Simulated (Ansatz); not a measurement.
Mulliken charges of CH3BClFZn (`B[CH](Cl)[Zn][F]`) from B3LYP/def2-TZVPP in Ansatz (PBE0-D4/def2-TZVP geometry).

| atom | x (Å) | y (Å) | z (Å) | charge (e) |
| --- | --- | --- | --- | --- |
| B1 | 0.215 | 0.556 | 0.980 | -0.276 |
| C2 | 0.201 | -0.786 | 0.331 | 0.087 |
| Cl3 | 1.648 | -1.582 | -0.300 | -0.114 |
| Zn4 | -0.557 | 0.222 | -1.242 | 0.509 |
| F5 | -1.192 | 0.855 | -2.741 | -0.470 |
| H6 | -0.820 | 0.927 | 1.465 | 0.042 |
| H7 | 1.162 | 1.282 | 0.911 | 0.050 |
| H8 | -0.565 | -1.532 | 0.540 | 0.173 |

Problem. By hand: the dipole of these point charges (1 e Å = 4.8032 D).

Solution. Σ q r = (-0.027, -0.492, 0.649) e Å, of length 0.815 e Å = 3.91 D.

Problem. How does the dipole of the full density compare? (Best estimate.)

Solution. The calculation gave: (-0.092, -0.234, 0.341) e Å, 2.03 D; the point charges give 1.93 times that, at 11° from its direction.

Point charges leave out the atoms' own dipoles, such as those of lone pairs, and Mulliken's split depends on the basis, so the two needn't agree.

B3LYP here is the variant with VWN-RPA as its local correlation; programs differ in this.
